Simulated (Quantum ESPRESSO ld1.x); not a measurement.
Problem. Species: Os XXIX. Configuration: [Kr] 4d10 4f2 (the NIST ground configuration). Method: scalar-relativistic Kohn-Sham, relativistic LDA (MacDonald-Vosko exchange, VWN5 correlation), spin-unpolarised, spherical densities, point nucleus; computed with ld1.x of Quantum ESPRESSO 7.5. Some entries of the table are withheld. Estimate them.

| orbital | occ. | eigenvalue (hartree) | <1/r> (bohr^-1) | <r^2> (bohr^2) |
|---|---|---|---|---|
| 1s | 2 | (1) | 90.07 | (2) |
| 2s | 2 | -505.437 | 21.09 | 0.006694 |
| 2p | 6 | (3) | 18.99 | 0.005566 |
| 3s | 2 | (4) | 7.843 | 0.04302 |
| 3p | 6 | -127.182 | 7.218 | 0.04374 |
| 3d | 10 | -107.392 | 6.810 | 0.03612 |
| 4s | 2 | -55.6528 | 3.547 | 0.1906 |
| 4p | 6 | -49.4447 | (5) | 0.2087 |
| 4d | 10 | -41.8994 | 3.025 | 0.2188 |
| 4f | 2 | -33.8251 | 2.769 | 0.2033 |

Solution. 
(1) 1s eigenvalue (hartree): -2731.47
(2) 1s <r^2> (bohr^2): 0.0004370
(3) 2p eigenvalue (hartree): -445.298
(4) 3s eigenvalue (hartree): -144.895
(5) 4p <1/r> (bohr^-1): 3.273
